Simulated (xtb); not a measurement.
C$_{4}$H$_{4}$N, doublet, at a GFN2-xTB geometry; GFN2-xTB (xtb).

The xtb input:
```
$ xtb mol.xyz --gfn 2 --chrg 0 --uhf 1 --json

# file mol.xyz
9

C      0.44026225    -1.15379884     0.13015778
C     -0.86976968    -0.81726522     0.01241725
N     -0.90895799     0.54555218    -0.10885629
C      0.35940770     1.03770577    -0.06606273
C      1.23745972    -0.00789219     0.08423391
H     -1.75826631    -1.41388996     0.00436430
H     -1.74315807     1.10039135    -0.21347371
H      0.55591284     2.08925840    -0.14432913
H      2.30405753     0.05287791     0.15095533
```

The log (banner, timings and long lists left out):

```
   ID    Z sym.   atoms
    1    6 C      1, 2, 4, 5
    2    7 N      3
    3    1 H      6-9

           -------------------------------------------------
          |                Calculation Setup                |
           -------------------------------------------------

           -------------------------------------------------
          |                 G F N 2 - x T B                 |
           -------------------------------------------------

          ...................................................
          :                      SETUP                      :
          :.................................................:
          :  # basis functions                  24          :
          :  # atomic orbitals                  24          :
          :  # shells                           14          :
          :  # electrons                        25          :
          :  max. iterations                   250          :
          :  Hamiltonian                  GFN2-xTB          :
          :  restarted?                      false          :
          :  GBSA solvation                  false          :
          :  PC potential                    false          :
          :  electronic temp.          300.0000000     K    :
          :  accuracy                    1.0000000          :
          :  -> integral cutoff          0.2500000E+02      :
          :  -> integral neglect         0.1000000E-07      :
          :  -> SCF convergence          0.1000000E-05 Eh   :
          :  -> wf. convergence          0.1000000E-03 e    :
          :  Broyden damping             0.4000000          :
          :  net charge                          0          :
          :  unpaired electrons                  1          :
          ...................................................

 iter      E             dE          RMSdq      gap      omega  full diag
   1    -13.5641485 -0.135641E+02  0.435E+00    4.59       0.0  T
   2    -13.6173337 -0.531852E-01  0.321E+00    3.45       1.0  T
   3    -13.6251814 -0.784769E-02  0.180E+00    3.98       1.0  T
   4    -13.6235299  0.165148E-02  0.690E-01    3.66       1.0  T
   5    -13.6264878 -0.295788E-02  0.108E-01    3.89       1.0  T
   6    -13.6265031 -0.152894E-04  0.424E-02    3.86       1.0  T
   7    -13.6265061 -0.300420E-05  0.200E-02    3.88       1.7  T
   8    -13.6265079 -0.180937E-05  0.787E-03    3.87       4.2  T
   9    -13.6265082 -0.323369E-06  0.345E-03    3.87       9.7  T
[...]
         :: total energy             -13.395629424185 Eh    ::
[...]
     4   6 C        3.069    -0.012    28.246     8.715
     5   6 C        3.030    -0.055    29.327     8.883
     6   1 H        0.927     0.030     2.584     2.514
     7   1 H        0.860     0.155     1.369     1.833
     8   1 H        0.926     0.029     2.607     2.525
     9   1 H        0.926     0.033     2.544     2.494

 Mol. C6AA /au·bohr⁶  :       1057.348586
 Mol. C8AA /au·bohr⁸  :      25681.124971
 Mol. α(0) /au        :         52.050908

Wiberg/Mayer (AO) data.
largest (>0.10) Wiberg bond orders for each atom

 ---------------------------------------------------------------------------
     #   Z sym  total        # sym  WBO       # sym  WBO       # sym  WBO
 ---------------------------------------------------------------------------
     1   6 C    3.150 --     2 C    1.584     5 C    1.365     3 N    0.101
     2   6 C    3.936 --     1 C    1.584     3 N    1.194     6 H    0.972
                             4 C    0.149
     3   7 N    3.572 --     4 C    1.234     2 C    1.194     7 H    0.946
                             1 C    0.101
     4   6 C    3.939 --     5 C    1.515     3 N    1.234     8 H    0.967
                             2 C    0.149
     5   6 C    3.975 --     4 C    1.515     1 C    1.365     9 H    0.972
     6   1 H    0.999 --     2 C    0.972
     7   1 H    0.976 --     3 N    0.946
     8   1 H    0.999 --     4 C    0.967
     9   1 H    0.999 --     5 C    0.972
 ---------------------------------------------------------------------------

Topologies differ in total number of bonds
Writing topology from bond orders to xtbtopo.mol

molecular dipole:
                 x           y           z       tot (Debye)
 q only:       -0.478       0.442      -0.071
   full:       -0.725       0.699      -0.110       2.576
molecular quadrupole (traceless):
                xx          xy          yy          xz          yz          zz
 q only:        1.630      -0.592      -0.251       0.257      -0.141      -1.378
  q+dip:        3.979      -0.738      -0.137       0.597      -0.379      -3.841
   full:        3.010      -0.758      -0.269       0.458      -0.271      -2.742

           -------------------------------------------------
          | TOTAL ENERGY              -13.395629424185 Eh   |
          | GRADIENT NORM               0.000084975050 Eh/α |
          | HOMO-LUMO GAP               3.871973467692 eV   |
           -------------------------------------------------

normal termination of xtb
```
